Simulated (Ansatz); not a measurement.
2 `[Cl][GeH2][GeH3]` → `[GeH3][GeH2][GeH2][GeH3]` + Cl₂ at 500 K and 1 bar (formal exchange of groups at a Ge–Cl bond).

Program: Ansatz. Geometries: PBE0-D4/def2-TZVP. ΔE: electronic, gas phase. CCSD(T)/CBS adds triple-zeta CCSD(T) − MP2 to the extrapolated MP2 energy (def2 sets, frozen cores). This one scheme is used for every species. For Ge outer-core shells are correlated without core-valence functions, which leaves a few kJ/mol of doubt a bond. Scalar relativity is left out up to krypton. Each species was taken in one conformer, which may not be the lowest.

```tsv
species	CCSD(T)/CBS energy (Eh)	H − E (kJ/mol)	S (J/(mol·K))
`[Cl][GeH2][GeH3]`	-4615.04400	148.1	406.9
`[GeH3][GeH2][GeH2][GeH3]`	-8310.47331	276.8	562.3
Cl₂	-919.51390	19.6	240.8
```

H − E and S are ideal-gas, rigid-rotor, harmonic terms from PBE0-D4/def2-TZVP, for one conformer and one mirror image of each species. 1 Eh = 2625.50 kJ/mol, R = 8.31446 J/(mol·K).

Problem. By hand: ΔE, ΔH, ΔS and ΔG.

Solution. ΔE = (-8310.47331) + (-919.51390) − 2 × (-4615.04400) = 0.10079 Eh = 264.6 kJ/mol. Δ(H − E) = 276.8 + 19.6 − 2 × 148.1 = 0.2, so ΔH = 264.8 kJ/mol. ΔS = 562.3 + 240.8 − 2 × 406.9 = -10.7 J/(mol·K). ΔG = 264.8 − 500 × (-10.7)/1000 = 270.2 kJ/mol.

Problem. By hand: the equilibrium constant, and the temperature at which ΔG would vanish if ΔH and ΔS stayed fixed.

Solution. log₁₀ K = −ΔG/(RT ln 10) = -28.2. ΔH and −TΔS have one sign here, so there is no such temperature.

The number of gas molecules stays the same, so ΔS is small and ΔH decides. A doubt of 5 kJ/mol in ΔE shifts log₁₀ K by 0.5 here. Other conformers and mirror images would add mixing entropy, several J/(mol·K) or more a flexible species. Modes under 60 cm⁻¹, often nearly free rotors, make the harmonic entropy too high. These are equilibria of isolated gas molecules and say nothing of rates. Largest T1 diagnostic: 0.012 (customary marks: 0.02 for closed shells, 0.045 for open ones).

ΔS is within the doubt of such terms, so its sign, and with it that verdict, could turn.
